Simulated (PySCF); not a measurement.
F2HOS, SMILES [OH+]=S(F)F, charge +1.

Geometry optimised at B3LYP-D3(BJ)/def2-SVP. The isomer is the one that the SMILES or the coordinates give; other isomers of the formula were not compared.

All values below come from PBE/def2-TZVPD (PySCF).

Isolated molecule, no solvent.

```json
{
 "total_energy": "-673.07324 hartree",
 "point_group": "Cs",
 "highest_occupied_level": "-16.74 eV",
 "lowest_empty_level": "-9.68 eV",
 "orbital_gap": "7.06 eV",
 "dipole_moment_about_the_centre_of_nuclear_charge": "1.76 D",
 "mean_static_polarisability": "25.0 bohr³ (3.71 Å³)",
 "polarisability_principal_values": "21.7, 25.1, 28.3 bohr³"
}
```
